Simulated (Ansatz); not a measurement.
Total energies of `[SiH3][O][Sn][O][SiH3]`.

Cartesian coordinates in Å:
```
Si 1.4239 -0.8365 -1.1406
O 1.6895 -0.9064 0.4690
Sn 1.1561 -0.3073 2.2707
O -0.5293 0.5952 1.7885
Si -1.6685 0.9013 0.6600
H 0.5082 -1.9278 -1.5708
H 2.7158 -0.9853 -1.8638
H 0.8166 0.4673 -1.5311
H -2.9951 1.0422 1.3193
H -1.7549 -0.2057 -0.3340
H -1.3623 2.1630 -0.0672
```

Charge 0, multiplicity 1. Correlated methods include outer-core shells of Sn, which these sets cover unevenly. Sn: def2 effective core potential. The geometry is a stationary point of PBE0-D4/def2-TZVP. It is one conformer, not always the lowest. Basis def2-TZVPP, Ansatz.

RPA on PBE orbitals: Hartree–Fock energy of these orbitals -944.59055 Eh, correlation -1.64226 Eh (frozen core).

```
functional  energy without D4 (Eh)  D4 term (kJ/mol)
    r2SCAN              -947.51951              -7.7
      PBE0              -947.15534             -27.4
     B3LYP              -947.69150             -51.3
   r2SCANh              -947.49403              -8.5
     BHLYP              -947.42925             -45.1
 CAM-B3LYP              -947.52076             -28.6
   LC-ωPBE              -947.32048                 –
   ωB97X-V              -947.40547                 –
   ωB97M-V              -947.42541                 –
    B2PLYP              -947.02592                 –
```

Question: Give the same for LDA (SPW92), PBE, revPBE, BLYP, B97M-V, r2SCAN0, HSE06 (plane-wave form), PBE-QIDH. (An estimate is asked.)

Answer: Computed: 
```tsv
functional	energy without D4 (Eh)	D4 term (kJ/mol)
LDA (SPW92)	-943.79029	–
PBE	-947.08982	-31.6
revPBE	-947.42974	-79.9
BLYP	-947.48508	-66.5
B97M-V	-947.37472	–
r2SCAN0	-947.45758	-9.4
HSE06 (plane-wave form)	-947.13343	-26.0
PBE-QIDH	-946.77419	–
```

B3LYP takes the VWN-RPA correlation (the form of Gaussian; ORCA's B3LYP/G). HSE06 is the plane-wave form, built on full-range PBE exchange. The double hybrids freeze the cores in their second-order part.

LC-ωPBE has ω = 0.4 bohr⁻¹.
